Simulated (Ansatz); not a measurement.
Ideal-gas functions of CH$_{4}$FNbO$_{2}$ (`[CH3][Nb](=[O])([OH])[F]`) at 400 K and 1 bar, from an Ansatz frequency run at PBE0-D4/def2-TZVP.

Molar mass 159.94 g/mol, point group C1 (symmetry number 1), electronic degeneracy 1, moments of inertia 158.061, 162.459, 187.327 u Å². Harmonic wavenumbers (cm⁻¹, unscaled): 105, 155, 170, 186, 226, 249, 423, 534, 545, 569, 623, 693, 752, 1048, 1192, 1413, 1418, 3030, 3122, 3128, 3920.

Use S(trans) = R[1.5 ln M + 2.5 ln T − 1.1517]; rotational temperatures θ = 24.2544 K / I; S(rot) = R[ln(√π/σ · √(T³/θAθBθC)) + 1.5]; for each mode x = 1.438777 ν̃/T, S = R[x/(eˣ − 1) − ln(1 − e⁻ˣ)] and H = RT x/(eˣ − 1); 1 cm⁻¹ = 0.0119627 kJ/mol; R = 8.31446 J/(mol·K).

Question: By hand: the entropy, in J/(mol·K).

Answer: Translation 178.3. Rotation: θ = 0.1534, 0.1493, 0.1295 K, giving 116.2. Vibration, mode by mode: 16.46, 13.28, 12.53, 11.81, 10.26, 9.50, 5.58, 4.06, 3.93, 3.67, 3.15, 2.59, 2.19, 0.93, 0.61, 0.32, 0.31, 0.00, 0.00, 0.00, 0.00, in all 101.2. Electronic 0.0. Sum 395.7 J/(mol·K).

Question: By hand: H − E and G − E in kJ/mol, counted from the electronic energy.

Answer: Zero-point energy ½ × 23501 × 0.0119627 = 140.6; thermal vibration 21.8; translation, rotation and pV give 4 RT = 13.3. H − E = 175.7 kJ/mol, and G − E = 175.7 − 400 × 395.7/1000 = 17.4 kJ/mol.

Vibration gives 26 % of the entropy, 16.5 J/(mol·K) of it from the mode under 150 cm⁻¹: soft modes count most, and the harmonic formula is weakest for them. The sum counts one conformer and one mirror image; others add a mixing term.
